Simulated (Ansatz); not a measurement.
One change: `F[Si](F)(Cl)S[SiH2]Cl` becomes `F[Si](F)(Cl)Br`.

Ansatz, PBE0-D4/def2-TZVP geometries, multiplicity 1. Each molecule was computed in one conformer, which needn't be the lowest.

Scalar relativity is left out up to krypton. Spin–orbit coupling is left out; it splits and shifts lone-pair levels of the heavy atoms by tenths of an eV.

```
                                          property  `F[Si](F)(Cl)S[SiH2]Cl`
               HOMO energy (B3LYP/def2-TZVPP) / eV                    -8.20
size of the dipole moment (ωB97M-V/def2-TZVPP) / D                     1.55
             HOMO–LUMO gap (B3LYP/def2-TZVPP) / eV                     7.54
             HOMO energy (ωB97M-V/def2-TZVPP) / eV                   -10.62
             LUMO energy (ωB97M-V/def2-TZVPP) / eV                     1.38
           HOMO–LUMO gap (ωB97M-V/def2-TZVPP) / eV                    12.00
```

(1) Give the same properties after the change, and the shifts. (Best estimate.)

Answers

(1) Ansatz gave: 
```
                                          property  `F[Si](F)(Cl)Br`  shift
               HOMO energy (B3LYP/def2-TZVPP) / eV             -9.04  -0.84
size of the dipole moment (ωB97M-V/def2-TZVPP) / D              0.73  -0.82
             HOMO–LUMO gap (B3LYP/def2-TZVPP) / eV              8.43   0.89
             HOMO energy (ωB97M-V/def2-TZVPP) / eV            -11.54  -0.92
             LUMO energy (ωB97M-V/def2-TZVPP) / eV              1.71   0.33
           HOMO–LUMO gap (ωB97M-V/def2-TZVPP) / eV             13.25   1.25
```

With PBE0 the HOMO falls by 0.86 eV and the LUMO rises by 0.17 eV, so the gap widens by about 1.03 eV. PBE moves the HOMO by -0.76 eV and ωB97M-V by -0.92 eV. Dipoles are sizes alone; their direction can turn.

B3LYP here is the variant with VWN-RPA as its local correlation; programs differ in this.
